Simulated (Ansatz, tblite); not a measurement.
Cost and result up the ladder for (NaSH)2 ring (Na2H2S2) (6 atoms). Charge 0, multiplicity 1. Geometry: PBE0-D4/def2-SVP.

Cartesian coordinates in Å:
```
Na -0.089 1.179 1.082
S -1.213 -1.221 1.233
Na 0.086 -1.179 -1.082
S 1.213 1.220 -1.232
H -0.263 -1.833 1.976
H 0.266 1.833 -1.976
```

Ansatz on 4 threads of Arm Neoverse V1 on a shared host; xTB runs through tblite on one thread. Times are rough, summed over both states, and most runs start from the orbitals of an earlier one. PBE0-D4/def2-TZVP serves as the yardstick here, not as an exact answer. The other state is a triplet.

The xTB rows come from tblite.

xTB has no spin-polarisation term.

| level | functions | wall time | vertical triplet (eV) | difference from PBE0-D4/def2-TZVP (eV) |
| --- | --- | --- | --- | --- |
| GFN1-xTB | 30 | 0.008 s | 4.53 | 0.56 |
| GFN2-xTB | 28 | 0.008 s | 2.69 | -1.28 |
| PBE-D4/def2-TZVP | 150 | 4.8 s | 3.56 | -0.42 |
| PBE0-D4/def2-TZVP | 150 | 9.5 s | 3.97 | 0.00 |
| r2SCAN-D4/def2-TZVP (with forces) | 150 | 15 s | 3.87 | -0.10 |
